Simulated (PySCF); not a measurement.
C2H2BrCl. Atoms are numbered in the order given.

```xyz
6

Cl     0.5570     2.1051     0.0000
C     -0.9766     1.3190     0.0000
C     -1.1655    -0.0133     0.0000
Br     0.2116    -1.2911     0.0000
H     -1.8408     2.0013     0.0000
H     -2.1814    -0.4340     0.0000
```
Charge 0, spin multiplicity 1.

The structure is a stationary point at PBE-D3(BJ)/def2-SVP.

Calculation: PySCF 2.14.0 with PBE-D3(BJ)/def2-SVP.

Frequencies are harmonic and unscaled.

```csv
mode,ν (cm⁻¹),IR (km/mol),moving atoms (share of kinetic energy)
1,133,0.1,"Cl 59 %, Br 33 %"
2,390,0.9,"C 76 %, H 19 %"
3,508,4.7,"C 72 %, Br 13 %, Cl 9 %"
4,648,11.7,"C 70 %, Cl 17 %"
5,665,57.9,"H 81 %, C 18 %"
6,809,73.2,"C 66 %, H 18 %, Cl 15 %"
7,846,0.0,"H 80 %, C 20 %"
8,1138,1.7,H 96 %
9,1237,25.5,"H 79 %, C 21 %"
10,1602,38.7,C 95 %
11,3130,11.4,H 92 %
12,3155,2.4,"H 91 %, C 9 %"
```
